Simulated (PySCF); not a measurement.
bis(fluoromethyl)-hydroxysilane (C₂H₆F₂OSi), SMILES O[SiH](CF)CF.

The structure is a stationary point at ωB97X-D3(BJ)/def2-SVP. Other conformers were not sampled.

Two levels are set side by side: TDDFT-PBE/def2-SVPD (PySCF) and TDDFT-ωB97X/def2-SVPD (PySCF). Vertical, same geometry. The lowest singlet is HOMO→LUMO 96 % with PBE and HOMO→LUMO+1 52 %, HOMO→LUMO 29 % with the other functional; states are paired by order. Differences are taken from unrounded values.

```json
[
 {"quantity": "lowest singlet excitation (eV)", "TDDFT-PBE": "5.99"},
 {"quantity": "lowest triplet excitation (TDA) (eV)", "TDDFT-PBE": "5.76"}
]
```

Question: These are the TDDFT-PBE values. What does TDDFT-ωB97X give? (An estimate is asked for; the answer gives what the named calculation found.)

Answer: 
```csv
quantity,TDDFT-ωB97X,TDDFT-PBE minus TDDFT-ωB97X
lowest singlet excitation (eV),7.47,-1.48
lowest triplet excitation (TDA) (eV),6.97,-1.21
```

Functionals without exact exchange tend to place singlet excitations lower, as here. Differences between two approximate levels are no errors against the true value.

Rough cost on one machine, each run with all the roots and properties that it gave: TDDFT-ωB97X against TDDFT-PBE about 9 times.
